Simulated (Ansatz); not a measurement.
PAsAsAs tetrahedron (As3P), 4 atoms. Hardware: 4 threads of Arm Neoverse V2 on a shared host.

Correlated methods freeze 32 core orbitals; core or outer-core shells of As are correlated, in sets that lack core-valence functions.

(1) How many basis functions does each of these Ansatz runs have, and roughly what does it cost? B2PLYP/def2-TZVP, charge 0 singlet, energy and forces, from earlier orbitals; PBE0-D4/def2-TZVP, charge 1 doublet at the geometry of the charge 0 singlet, energy, from earlier orbitals; PBE0-D4/def2-SVP, charge 1 doublet at the geometry of the charge 0 singlet, energy with a search over starts; RPA@PBE/def2-TZVP, charge 0 singlet, energy, from earlier orbitals; HSE06-D4/def2-TZVP, charge 0 singlet, energy, from earlier orbitals; PBE-D4/def2-TZVP, charge 0 singlet, energy, from earlier orbitals; PBE0-D4/def2-SVP, charge 0 singlet, energy, from earlier orbitals; r2SCAN-D4/def2-TZVP, charge 0 singlet, energy, from earlier orbitals; PBE0-D4/def2-TZVP, charge 0 singlet, energy, from earlier orbitals; PBE-QIDH/def2-TZVP, charge 0 singlet, energy, from earlier orbitals; PBE-D4/def2-SVP, charge 0 singlet, energy, from earlier orbitals; PBE0-D4/def2-SVP, charge 0 singlet, energy with a search over starts.

Answers

(1) Other jobs shared the machine, so times can vary by a factor of up to 3. A dash marks memory too small to be measured apart from the calling script's.

| run | functions | fitting or Cholesky vectors | wall time | peak host memory (GiB) |
| --- | --- | --- | --- | --- |
| PBE-D4/def2-SVP, charge 0 singlet, energy, from earlier orbitals | 114 | 1296 | 1.1 s | – |
| PBE0-D4/def2-SVP, charge 0 singlet, energy, from earlier orbitals | 114 | 1106 | 1.9 s | – |
| PBE-D4/def2-TZVP, charge 0 singlet, energy, from earlier orbitals | 181 | 1389 | 1.9 s | – |
| PBE0-D4/def2-SVP, charge 0 singlet, energy with a search over starts | 114 | 1106 | 2.3 s | – |
| RPA@PBE/def2-TZVP, charge 0 singlet, energy, from earlier orbitals | 181 | 1196 | 3.9 s | – |
| PBE0-D4/def2-TZVP, charge 0 singlet, energy, from earlier orbitals | 181 | 1551 | 3.9 s | 0.74 |
| HSE06-D4/def2-TZVP, charge 0 singlet, energy, from earlier orbitals | 181 | 1551 | 4.2 s | 0.76 |
| r2SCAN-D4/def2-TZVP, charge 0 singlet, energy, from earlier orbitals | 181 | 1389 | 5 s | – |
| PBE-QIDH/def2-TZVP, charge 0 singlet, energy, from earlier orbitals | 181 | 1196 | 6.5 s | – |
| B2PLYP/def2-TZVP, charge 0 singlet, energy and forces, from earlier orbitals | 181 | 1196 | 14 s | 0.62 |
| PBE0-D4/def2-TZVP, charge 1 doublet at the geometry of the charge 0 singlet, energy, from earlier orbitals | 181 | 1196 | 14 s | 0.87 |
| PBE0-D4/def2-SVP, charge 1 doublet at the geometry of the charge 0 singlet, energy with a search over starts | 114 | 1106 | 23 s | 0.61 |
